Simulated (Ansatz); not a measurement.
Basis-set extrapolation for `[NH][Si](F)(F)F` radical (PBE0-D4/def2-TZVP geometry, frozen core, Ansatz). Multiplicity 2, UHF reference.

|  | def2-TZVPP | def2-QZVPP |
| --- | --- | --- |
| HF | -642.658456 | -642.685665 |
| MP2 correlation | -1.019799 | -1.116154 |
| CCSD(T) correlation | -1.065474 | not run |

Energies in hartree. Use E(X) = E(∞) + A·exp(−7.88·√X) for Hartree–Fock and E(X) = E(∞) + B·X^(−2.97) for correlation, with X = 3 and 4, and add CCSD(T) minus MP2 of the smaller set to the MP2 limit.

Question: What is the CCSD(T) energy at the basis-set limit?

Answer: HF limit: -642.685665 + (-0.027209) × 0.13774 = -642.68941. MP2 limit: -1.116154 + (-0.096355) × 0.74074 = -1.18753. Higher-order term: -1.065474 − (-1.019799) = -0.04568. Total: -643.92262 hartree, 521.7 kJ/mol below CCSD(T)/def2-TZVPP.
